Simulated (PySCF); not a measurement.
## How methods differ on the ionisation energy of Zn¹⁶⁺

Zn¹⁶⁺ [Ne] 3s2 3p2 (3P) → Zn¹⁷⁺ [Ne] 3s2 3p1 (2P), as a difference of total energies. Calculation: PySCF 2.14, in an uncontracted even-tempered set (17 s from 1.2 bohr⁻², ratio 2.5; 11 p from 1.6 bohr⁻², ratio 2.5; 5 d from 7.8 bohr⁻², ratio 2.7; 4 f from 12 bohr⁻², ratio 2.7); the non-relativistic Hamiltonian (point nucleus). Correlated levels: outer shells: 1s2 frozen; virtual orbitals above 40 to 60 times the deepest correlated orbital energy dropped. The calculations carry no spin-orbit coupling.

| method | ionisation energy (eV) |
| --- | --- |
| UHF | 572.65 |
| LDA | 573.90 |
| PBE | 573.93 |
| PBE0 | 573.91 |
| r2SCAN | 574.22 |
| r2SCANh | 574.18 |
| B2PLYP | 573.76 |
| MP2 (outer shells) | 573.20 |
| SCS-MP2 (outer shells) | 573.03 |

**Question.** How much does correlation contribute at MP2 (outer shells)?

**Answer.** 573.20 − (572.65) = 0.55 eV, measured against UHF.

A first-order spin-orbit estimate (lowest level to lowest level, LS coupling) adds -0.098 eV.

These non-relativistic numbers lack the scalar-relativistic shift.

For comparison: 577.8 ± 1.3 eV (semi-empirical (NIST evaluation); NIST Atomic Spectra Database, ionization energies).
